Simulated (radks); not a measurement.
Excited configurations of neutral scandium: one electron is placed in a higher orbital outside [Ar] 3d1 4s1. The ground configuration is [Ar] 3d1 4s2. Calculated with a radial shooting solver on a logarithmic mesh with Libxc functionals: scalar-relativistic Kohn-Sham, r2SCAN, spin-polarised, spherical densities, finite nucleus; open shells are filled with parallel spins first; meta-GGA in the generalised Kohn-Sham scheme; Fermi nuclear charge, rms radius 3.5459 fm. Excitation = E - E(ground); binding = E(ion) - E, where the ion is the core of charge +1; n* = 1/sqrt(2 binding) in atomic units, and the quantum defect is n - n*.

outer orbital  excitation (eV)  binding (eV)     n*  quantum defect  eigenvalue (eV)  <r> (bohr)
4d                       4.628         1.557  2.956           1.044           -0.702       10.25
6p                       5.208         0.977  3.732           2.268           -0.614       21.46
6f                       5.753         0.432  5.612           0.388           -0.270       45.79
7f                       5.863         0.322  6.498           0.502           -0.210       64.02

The Delta-SCF ionisation energy is 6.185 eV (NIST Atomic Spectra Database: 6.561 eV, measured). Self-interaction in the functional shifts the binding energies and quantum defects, so they are the method's values and not measured ones. Open shells are spherical and high-spin; term and fine-structure splittings are not resolved.
